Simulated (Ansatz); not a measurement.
Consider the substitution at a C–C bond: `[SiH3]CC1[SiH2][SiH2]1` + CH₃SH → `CSC1[SiH2][SiH2]1` + `C[SiH3]`.

Program: Ansatz. Geometries: PBE0-D4/def2-TZVP. ΔE: electronic, gas phase. CBS: MP2 limit from def2 TZ/QZ plus the TZ coupled-cluster correction, frozen cores. This one scheme is used for every species. Each species was taken in one conformer, which may not be the lowest.

`[SiH3]CC1[SiH2][SiH2]1`:

```xyz
15

Si    0.193   -1.870    1.304
C    -0.852   -0.634    0.349
C    -0.105    0.676    0.132
Si   -0.664    1.984   -1.138
Si    1.272    0.841   -1.176
H     0.576   -1.291    2.622
H    -0.537   -3.146    1.539
H     1.441   -2.166    0.548
H    -1.129   -1.087   -0.609
H    -1.794   -0.465    0.884
H     0.197    1.156    1.066
H    -1.770    1.559   -2.029
H    -0.805    3.380   -0.660
H     2.580    1.379   -0.734
H     1.397   -0.314   -2.098
```

CH₃SH:

```xyz
6

C    -0.227    0.404   -0.165
S     0.779   -0.557    0.989
H     0.238    0.462   -1.148
H    -0.288    1.409    0.251
H    -1.236    0.001   -0.247
H     0.733   -1.719    0.320
```

`CSC1[SiH2][SiH2]1`:

```xyz
13

C    -0.152    0.011   -2.272
S    -1.270   -0.084   -0.868
C    -0.292    0.625    0.438
Si    1.183   -0.460    0.983
Si   -0.729   -0.169    2.119
H     0.087    1.048   -2.512
H    -0.665   -0.442   -3.121
H     0.768   -0.544   -2.076
H    -0.185    1.708    0.396
H     1.468   -1.619    0.110
H     2.405    0.257    1.425
H    -0.742    0.775    3.262
H    -1.875   -1.105    2.115
```

`C[SiH3]`:

Z-matrix (Å, degrees):
```
C
Si 1 1.871
H 1 1.092 2 110.8
H 1 1.092 2 110.8 3 -120.0
H 1 1.092 2 110.8 3 120.0
H 2 1.488 1 110.7 3 -179.9
H 2 1.488 1 110.7 3 -59.9
H 2 1.488 1 110.7 3 60.1
```

```csv
level,ΔE (kcal/mol)
HF/def2-TZVPP,-4.4
HF/def2-QZVPP,-4.5
MP2/CBS(def2),-7.2
CCSD/CBS(def2),-5.4
```

Task: What does CCSD(T)/CBS give? (Estimate.)

Result: The calculation gave: -5.8 kcal/mol. The listed levels differ from it by 1.4, 1.3, -1.4, 0.4 kcal/mol.

Largest T1 diagnostic among the species: 0.013.
